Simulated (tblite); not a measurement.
Compound: C₆H₅F₃O.
Atom-mapped SMILES: `[CH2:1]=[C:2]1[O:3][C:4]([CH:5]([F:6])[F:7])=[C:8]1[CH2:9][F:10]` (hydrogens: H11, H12 on C1; H13 on C5; H14, H15 on C9)

A start from a force field or distance geometry was refined with GFN2-xTB geometry optimisation, gas phase in tblite 0.8.0. Values at the start:

| coordinate | start |
| --- | --- |
| C1=C2 | 1.319 Å |
| C1–H11 | 1.090 Å |
| C1–H12 | 1.086 Å |
| C2–O3 | 1.287 Å |
| C2–C8 | 1.424 Å |
| O3–C4 | 1.271 Å |
| C4–C5 | 1.551 Å |
| C4=C8 | 1.344 Å |
| C5–F6 | 1.364 Å |
| C5–H13 | 1.092 Å |
| C8–C9 | 1.537 Å |
| C9–F10 | 1.371 Å |
| C9–H14 | 1.090 Å |
| C1–C2–O3 | 136.0° |
| C1–C2–C8 | 134.7° |
| C2–O3–C4 | 92.9° |
| C2–C8–C4 | 84.1° |
| C2–C8–C9 | 137.8° |
| O3–C4–C5 | 134.1° |
| O3–C4–C8 | 93.6° |
| C5–C4–C8 | 132.3° |
| C4–C8–C9–F10 | -179° |

**Question.** How do these coordinates change at the GFN2-xTB level?

**Answer.** 
```
  coordinate  GFN2-xTB (Å or °)  change
       O3–C4              1.401  +0.130
       C2–O3              1.417  +0.130
       C4–C5              1.484  -0.067
       C8–C9              1.481  -0.056
       C2–C8              1.473  +0.049
      C1–H11              1.075  -0.015
      C1–H12              1.075  -0.011
      C5–H13              1.100  +0.008
      C9–H14              1.098  +0.008
       C4=C8              1.350  +0.006
       C5–F6              1.359  -0.005
       C1=C2              1.315  -0.004
      C9–F10              1.371   0.000
    O3–C4–C5              123.9   -10.2
    C5–C4–C8              139.7    +7.4
    C1–C2–O3              129.3    -6.7
    C2–O3–C4               86.7    -6.2
    C1–C2–C8              140.2    +5.5
    O3–C4–C8               96.5    +2.9
    C2–C8–C9              135.4    -2.4
    C2–C8–C4               86.4    +2.3
C4–C8–C9–F10                180      -1
```

The energy falls by 0.992 eV over 38 L-BFGS steps, the largest force on an atom goes from 10.21 to 0.008 eV/Å, and the atoms move by 0.084 Å rms after alignment. Among the bonds, C2–O3 and O3–C4 change most and about equally (+0.130 Å). Bonds longer at the end by more than 0.005 Å: 8 of 15; shorter: 4. Rotational constants go from 1943, 919.0, 704.9 to 1948, 895.9, 691.1 MHz.

Time: 0.19 s. Hardware: one thread of an Arm Neoverse V2, no GPU, on a shared host.

Its lowest GFN2-xTB frequency is 9i cm⁻¹, too small to tell a flat minimum from a shallow saddle. The numbers are those of one conformer. 3 starts were optimised and ended at 0.00, 0.02 and 2.04 kcal/mol (GFN2-xTB); the lowest of these is shown.

Conformer computed: `[CH2:1]=[C:2]1[O:3][C:4]([CH:5]([F:6])[F:7])=[C:8]1[CH2:9][F:10]`: O3–C4–C5–F6 -121°, C4–C8–C9–F10 180°.
